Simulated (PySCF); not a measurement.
# [Tm(H2CO)]2+ at several levels of theory

Computed with PySCF 2.14.0 (density fitting, no spin-orbit coupling) at the geometry relaxed with PBE0:

```xyz
5
[Tm(H2CO)]2+ (singlet in the valence; each metal's 4f electrons, 13 of them, lie in its core potential, out of spins and levels)
Tm    0.0000    0.0000   -0.2420
O     0.0000    0.0000    2.0324
C     0.0000    0.0000    3.2630
H     0.9549    0.0000    3.8246
H    -0.9549    0.0000    3.8246
```

| level | basis | state | HOMO (eV) | gap (eV) | charge on Tm1 (e) | population of f-type functions on Tm1 (polarisation alone where 4f lies in the core) | dipole about the centre of mass (D) | largest force component (eV/Å) |
| --- | --- | --- | --- | --- | --- | --- | --- | --- |
| PBE0 | Tm lcecp-0-SVP with ECP59, O def2-SVP, C def2-SVP, H def2-SVP | singlet | – | – | 1.74 | 0.01 | 2.52 | 0.00 |
| BP86 | the same | singlet | – | – | 1.70 | 0.01 | 2.57 | 1.03 |
| TPSS | the same | singlet | – | – | 1.71 | 0.01 | 2.56 | 0.93 |

In the lcecp rows the 4f levels are missing from HOMO and gap, and the state counts the valence alone.

Charges are Mulliken's, which hang on the basis. The relaxation used the grid (50, 194), these runs (75, 302) or, all-electron (x2c bases, spin-free X2C Hamiltonian), (99, 590).

Question: What does PBE0 with Tm lcecp-0-TZVP with ECP59, O def2-TZVP, C def2-TZVP, H def2-TZVP give here?

Answer: state singlet, charge on Tm1 (e) 1.83, population of f-type functions on Tm1 (polarisation alone where 4f lies in the core) 0.01, dipole about the centre of mass (D) 2.62, largest force component (eV/Å) 0.28. Time: 6.3 s on 2 threads of Arm Neoverse V1, with other jobs on the host, from free ions and atoms.

An lcecp potential fixes the number of 4f electrons, so in runs with it no electron can move into or out of that shell.
